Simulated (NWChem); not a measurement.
System: InNH₃OCl; SMILES [In]([Cl])([NH2])[OH]

```xyz
7

In     0.0050    -0.2788    -0.0249
Cl    -0.0748     2.0946     0.0242
O      1.8424    -1.1019     0.0609
H      2.5029    -0.3809     0.0497
N     -1.7248    -1.3710     0.1322
H     -1.6335    -2.2794    -0.3438
H     -2.5103    -0.8750    -0.3114
```
Atoms are numbered in this order, from 1.

Program: NWChem. Structure relaxed at the PBE-D3(BJ)/def2-SVP (def2 core potentials past Kr) level. B3LYP is NWChem's, with the RPA form of VWN correlation.

Problem. Predict the results for B3LYP/STO-3G (all-electron, non-relativistic). Quantities: highest occupied level (eV); orbital gap (eV); dipole (D).

Solution. 
```yaml
highest occupied level (eV): -3.80
orbital gap (eV): 5.81
dipole (D): 2.77
```
